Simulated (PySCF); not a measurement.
Scalar relativity in Cl(3+) (chlorine, charge +3)

[Ne] 3s2 3p2, high-spin 3P determinant; UHF calculated with PySCF 2.14 in dyall-acv3z, once non-relativistic with a point nucleus and once with spin-free X2C-1e and a Gaussian nucleus.

```json
{"shell": "1s α", "ε non-rel. (eV)": "-2900.7", "ε X2C (eV)": "-2911.0", "rms r non-rel. (bohr, spins averaged)": "0.1058", "rms r X2C (bohr, spins averaged)": "0.1052", "change of radius (%)": "-0.59"}
{"shell": "1s β", "ε non-rel. (eV)": "-2899.8", "ε X2C (eV)": "-2910.1", "rms r non-rel. (bohr, spins averaged)": "0.1058", "rms r X2C (bohr, spins averaged)": "0.1052", "change of radius (%)": "-0.59"}
{"shell": "2s α", "ε non-rel. (eV)": "-333.82", "ε X2C (eV)": "-335.65", "rms r non-rel. (bohr, spins averaged)": "0.4794", "rms r X2C (bohr, spins averaged)": "0.4772", "change of radius (%)": "-0.46"}
{"shell": "2s β", "ε non-rel. (eV)": "-333.00", "ε X2C (eV)": "-334.83", "rms r non-rel. (bohr, spins averaged)": "0.4794", "rms r X2C (bohr, spins averaged)": "0.4772", "change of radius (%)": "-0.46"}
{"shell": "2p α", "ε non-rel. (eV)": "-265.05", "ε X2C (eV)": "-265.10", "rms r non-rel. (bohr, spins averaged)": "0.4505", "rms r X2C (bohr, spins averaged)": "0.4498", "change of radius (%)": "-0.15"}
{"shell": "2p β", "ε non-rel. (eV)": "-263.51", "ε X2C (eV)": "-263.55", "rms r non-rel. (bohr, spins averaged)": "0.4505", "rms r X2C (bohr, spins averaged)": "0.4498", "change of radius (%)": "-0.15"}
{"shell": "3s α", "ε non-rel. (eV)": "-69.306", "ε X2C (eV)": "-69.542", "rms r non-rel. (bohr, spins averaged)": "1.509", "rms r X2C (bohr, spins averaged)": "1.505", "change of radius (%)": "-0.32"}
{"shell": "3s β", "ε non-rel. (eV)": "-61.666", "ε X2C (eV)": "-61.897", "rms r non-rel. (bohr, spins averaged)": "1.509", "rms r X2C (bohr, spins averaged)": "1.505", "change of radius (%)": "-0.32"}
{"shell": "3p α", "ε non-rel. (eV)": "-53.022", "ε X2C (eV)": "-53.024", "rms r non-rel. (bohr, spins averaged)": "1.634", "rms r X2C (bohr, spins averaged)": "1.633", "change of radius (%)": "-0.06"}
```

The total energy goes from -456.7950 to -458.2103 hartree.

Relativity contracts and stabilises s shells directly. The contracted s shells screen the nucleus better, so for spin-averaged p shells the direct and indirect effects partly cancel.
